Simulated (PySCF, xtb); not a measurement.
C2H2F3O, SMILES C([CH]O)(F)(F)F, multiplicity 2. Other conformers were not sampled.

Harmonic wavenumbers (cm⁻¹) from xtb with GFN2-xTB at its own minimum, in rising order: 22, 191, 234, 359, 399, 488, 490, 512, 603, 816, 940, 1019, 1097, 1147, 1248, 1426, 3178, 3442.

Problem. What does B3LYP-D3(BJ)/def2-SVP in PySCF give at its own minimum? (The exact figures need the calculation; the answer reports its results.)

Solution. 91, 241, 316, 431, 470, 546, 557, 621, 680, 850, 1125, 1166, 1232, 1258, 1351, 1503, 3237, 3762. Paired by order, the mean absolute difference is 101 cm⁻¹ and the zero-point energies are 25.2 and 27.8 kcal/mol.
